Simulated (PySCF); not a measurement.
One of the candidates below gave these computed data.

All candidates are C2H8FNSi2.

| technique | computed result |
| --- | --- |
| Dipole | 1.67 D [PBE0/def2-SVPD] |
| UV, first state | lowest singlet excitation: 6.59 eV (188 nm, f = 0.008) [TDDFT PBE0/def2-SVPD] |
| Triplet | lowest triplet excitation (Tamm–Dancoff): 6.27 eV [TDA PBE0/def2-SVPD] |
| UV, strongest line | among the 6 lowest singlet transitions: S5 at 7.70 eV (161 nm, f = 0.019) [TDDFT PBE0/def2-SVPD] |
| Rotational structure | rotational constants A, B, C: 3.944, 1.796, 1.456 GHz [GFN2-xTB] |
| 13C NMR | chemical shifts (computed TMS as zero) by class: 10.2 (1 C), 5.7 (1 C) ppm [GIAO PBE0/pcSseg-1] |

Electronic properties: PySCF, gas phase, density fitting. Levels stand in brackets. Isolated species at its GFN2-xTB geometry (one conformer only). NMR values are class means; diastereotopic atoms form classes of their own.

Task: Which candidate is it?
A. `C=CN([SiH3])[SiH2]F`
B. `C=C[SiH2][Si@H](N)F`
C. `F[C@H]1C[SiH2]N[SiH2]1`
D. `F[Si@H]1CC[SiH2]N1`

Result: D. It is `F[Si@H]1CC[SiH2]N1`. Numbering: `[F:1][Si@H:2]1[CH2:3][CH2:4][SiH2:5][NH:6]1`. Its formula, C2H8FNSi2, gives 1 degree of unsaturation: 1 ring and 0 π bonds in the structure found. 2 carbons fall into 2 classes; from least to most shielded: ring sp3 carbon bound to silicon [C3] (10.2 ppm), ring sp3 carbon bound to silicon [C4] (5.7 ppm). The optimised geometry has point group C1 and is an asymmetric top.

The others, at the same levels:
- `F[C@H]1C[SiH2]N[SiH2]1` fails: its computed 13C shifts are 90.6 (1 C), 18.6 (1 C) ppm, lowest singlet excitation is 5.93 eV (209 nm, f = 0.005) (against 6.59 eV) and lowest triplet excitation (Tamm–Dancoff) is 5.64 eV (against 6.27 eV).
- `C=C[SiH2][Si@H](N)F` fails: its computed 13C shifts are 144.8 (1 C), 136.4 (1 C) ppm, lowest singlet excitation is 5.51 eV (225 nm, f = 0.028) (against 6.59 eV) and lowest triplet excitation (Tamm–Dancoff) is 4.22 eV (against 6.27 eV).
- `C=CN([SiH3])[SiH2]F` fails: its computed 13C shifts are 139.5 (1 C), 95.9 (1 C) ppm, rotational constant A is 3.529 GHz (against 3.944 GHz) and smallest rotational constant is 1.153 GHz (against 1.456 GHz).

Each candidate is one conformer, not necessarily the lowest. The conformers computed, where there is a choice (atom-mapped SMILES and torsion angles):
- `[CH2:1]=[CH:2][SiH2:3][Si@H:4]([NH2:5])[F:6]`: C1–C2–Si3–Si4 114°, C2–Si3–Si4–N5 -75°, H–N5–Si4–Si3 57°, H–N5–Si4–Si3 -160°
- `[CH2:1]=[CH:2][N:3]([SiH3:4])[SiH2:5][F:6]`: C1–C2–N3–Si4 1°, C2–N3–Si5–F6 179°

The conformers of `F[Si@H]1CC[SiH2]N1` and `F[C@H]1C[SiH2]N[SiH2]1` aren't listed.
